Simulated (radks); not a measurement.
The numbers below are computed, except where a source is named.
Question: These are the eigenvalues of the occupied orbitals of an atom or ion with whole-number occupations (hartree). Code: a radial shooting solver on a logarithmic mesh with Libxc functionals. Model: scalar-relativistic Kohn-Sham, exchange-only LDA, spin-polarised, spherical densities, point nucleus.

| orbital | eigenvalue |
|---|---|
| 1s up | -985.5129 |
| 1s down | -985.4364 |
| 2s up | -191.3474 |
| 2s down | -191.2796 |
| 2p up | -177.7399 |
| 2p down | -177.6572 |
| 3s up | -70.44086 |
| 3s down | -70.24675 |
| 3p up | -66.09465 |
| 3p down | -65.89809 |

Which element is it, and in what charge state? The configuration may be excited. Open shells, if any, are filled with parallel spins first.

Answer: Z = 47, silver, charge +30: Ag30+ in [Ne] 3s2 3p5. The list shows which subshells hold electrons but not how many an open one holds; the 1s level, -985.51 hartree, gives Z - s = 44.4 by -(Z - s)^2/2, which with screening and relativity narrows Z to a few neighbours, and the depths of the outer levels then fix element, charge and occupations together.
